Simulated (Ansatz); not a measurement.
Basis-set extrapolation for CH6OSSi2, SMILES `O=C([SiH3])[SiH2]S` (PBE0-D4/def2-TZVP geometry, frozen core, the Gaussian-basis code of Ansatz). Multiplicity 1, RHF reference.

```tsv
	def2-TZVPP	def2-QZVPP
HF	-1091.696258	-1091.730645
MP2 correlation	-0.811155	-0.874391
CCSD(T) correlation	-0.908053	not run
```

Energies in hartree. Use E(X) = E(∞) + A·exp(−7.88·√X) for Hartree–Fock and E(X) = E(∞) + B·X^(−2.97) for correlation, with X = 3 and 4, and add CCSD(T) minus MP2 of the smaller set to the MP2 limit.

Problem. What is the CCSD(T) energy at the basis-set limit?

Solution. HF limit: -1091.730645 + (-0.034387) × 0.13774 = -1091.73538. MP2 limit: -0.874391 + (-0.063236) × 0.74074 = -0.92123. Higher-order term: -0.908053 − (-0.811155) = -0.09690. Total: -1092.75351 hartree, 93.6 kcal/mol below CCSD(T)/def2-TZVPP.
